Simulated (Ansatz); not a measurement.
Relaxation of AlF3H2 (6 atoms, charge 0, multiplicity 1), to a largest force component of 0.03 eV/Å in at most 50 steps.

Computed with RKS LDA/def2-SVP in Ansatz 0.2.0.

```xyz
6
Properties=species:S:1:pos:R:3
Al -0.531 -0.609 0.278
F -1.309 0.897 0.005
F -0.477 -1.723 -0.925
F 0.056 -0.959 1.769
H 0.781 1.254 -0.509
H 1.480 1.139 -0.619
```

Problem. Where does it end, and by what steps?

Solution. It converged. After 7 steps the energy has fallen by 0.377 eV; H6 moved furthest, 0.61 Å.

```
step  energy less start (eV)  largest force component (eV/Å)  accepted
   0                  0.0000                           2.771       yes
   1                 -0.1485                           1.268       yes
   2                 -0.2871                           0.775       yes
   3                 -0.3550                           0.422       yes
   4                 -0.3672                           0.311       yes
   5                 -0.3732                           0.132       yes
   6                 -0.3767                           0.040       yes
   7                 -0.3768                           0.017       yes
```

```xyz
6
Properties=species:S:1:pos:R:3
Al -0.417 -0.392 0.194
F -1.446 0.889 0.035
F -0.304 -1.505 -1.012
F 0.227 -0.745 1.665
H 0.679 1.147 -0.460
H 1.262 0.606 -0.422
```

Whether the end is a true minimum wasn't checked by a vibrational analysis.

Time of the run: 9.5 s on 1 thread of Arm Neoverse V1, on a shared host, peak memory 0.11 GiB.
